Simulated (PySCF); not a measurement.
```xyz
9

C     -0.8568     0.4145     0.7296
C     -0.3900    -0.6345    -0.2375
C      0.8162     0.3135    -0.4030
O      0.2981     1.1806     0.6523
H     -1.3964     0.3656     1.6667
H     -0.1389    -1.6076     0.1950
H     -1.0023    -0.7947    -1.1262
H      0.8787     0.8481    -1.3508
H      1.7914    -0.0855    -0.1262
```

Charge 0, multiplicity 2.

Question: Give the Mulliken and meta-Löwdin atomic charges from TPSSh-D3(BJ)/def2-TZVP // B3LYP-D3(BJ)/def2-TZVP run with PySCF.

Answer: 
```json
[
 {"atom": "C1", "Mulliken (e)": "-0.06", "meta-Löwdin (e)": "-0.01"},
 {"atom": "C2", "Mulliken (e)": "-0.20", "meta-Löwdin (e)": "-0.23"},
 {"atom": "C3", "Mulliken (e)": "-0.01", "meta-Löwdin (e)": "0.02"},
 {"atom": "O4", "Mulliken (e)": "-0.25", "meta-Löwdin (e)": "-0.35"},
 {"atom": "H5", "Mulliken (e)": "0.12", "meta-Löwdin (e)": "0.12"},
 {"atom": "H6", "Mulliken (e)": "0.10", "meta-Löwdin (e)": "0.11"},
 {"atom": "H7", "Mulliken (e)": "0.11", "meta-Löwdin (e)": "0.12"},
 {"atom": "H8", "Mulliken (e)": "0.10", "meta-Löwdin (e)": "0.11"},
 {"atom": "H9", "Mulliken (e)": "0.10", "meta-Löwdin (e)": "0.11"}
]
```
